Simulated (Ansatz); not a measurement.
Cost and result for the atomization energy of CH6BClOSi, SMILES `CB(Cl)[SiH2]O` (11 atoms, 10 bonds).

```xyz
11

C    -0.9516    1.4024    0.2564
B     0.3099    0.5734    0.6187
Cl    1.5047    1.2517    1.7210
Si    0.7784   -1.2571   -0.1061
O    -0.3854   -1.9180   -1.0834
H    -0.7482    1.8803   -0.7141
H    -1.8293    0.7706    0.0951
H    -1.1867    2.1992    0.9644
H     0.9329   -2.2108    1.0230
H     2.0850   -1.1626   -0.8257
H    -0.5098   -1.5291   -1.9493
```

The species carries charge 0 and has multiplicity 1. Geometry: relaxed with PBE0-D4/def2-TZVP. It is one conformer, not always the lowest. Program: Ansatz. All runs use 4 threads of an Arm Neoverse V2 on a shared host. Times are those of one run each, without the atoms' runs, and a repeat can differ threefold. Electronic energies, without spin–orbit coupling; frozen cores. CCSD(T)/CBS adds CCSD(T) − MP2 in def2-TZVPP to the MP2 limit, and its time is that of the two runs behind it. T1 = 0.012. B3LYP takes the VWN-RPA correlation (the form of Gaussian; ORCA's B3LYP/G).

CCSD(T)/CBS is a level of theory with its own doubt, some kJ/mol a heavy atom from the limit and from the frozen cores, so smaller differences don't rank the functionals.

| level | functions | wall time | atomization (kJ/mol) | difference from CCSD(T)/CBS | per bond |
| --- | --- | --- | --- | --- | --- |
| PBE-D4/def2-TZVPP (with forces) | 261 | 2.4 s | 4025.9 | 51.6 | 5.2 |
| PBE0-D4/def2-TZVPP | 261 | 2.9 s | 3975.2 | 0.9 | 0.1 |
| B3LYP-D4/def2-TZVPP (with forces) | 261 | 4.4 s | 3968.8 | -5.5 | -0.6 |
| r2SCAN-D4/def2-TZVPP (with forces) | 261 | 4.4 s | 3998.5 | 24.2 | 2.4 |
| B2PLYP/def2-TZVPP | 261 | 4.8 s | 3930.3 | -44.0 | -4.4 |
| ωB97X-V/def2-TZVPP | 261 | 7.5 s | 3989.1 | 14.8 | 1.5 |
| ωB97M-V/def2-TZVPP (with forces) | 261 | 11 s | 3990.5 | 16.2 | 1.6 |
| MP2/def2-QZVPP | 491 | 19 s | 3999.1 | 24.8 | 2.5 |
| CCSD(T)/def2-TZVPP | 261 | 2.2 min | 3873.6 | -100.7 | -10.1 |
| CCSD(T)/CBS(def2) | – | 2.5 min | 3974.3 | 0.0 | 0.0 |

From PBE to PBE0 (25 % exact exchange), in def2-TZVPP and without D4, the atomization energy moves by −47.3 kJ/mol: exact exchange takes away binding that semilocal exchange gives to molecules. The D4 term adds +37.8 kJ/mol with B3LYP and +20.0 kJ/mol with PBE0; it sums over pairs of atoms, weighted by their polarisabilities, and B3LYP, whose exchange is more repulsive, gets the larger term. In def2-TZVPP, CCSD(T) changes the Hartree–Fock value by +879.0 kJ/mol (the triples alone add +52.0 kJ/mol) and MP2 by +944.9 kJ/mol; breaking electron pairs costs correlation energy, which Hartree–Fock lacks.
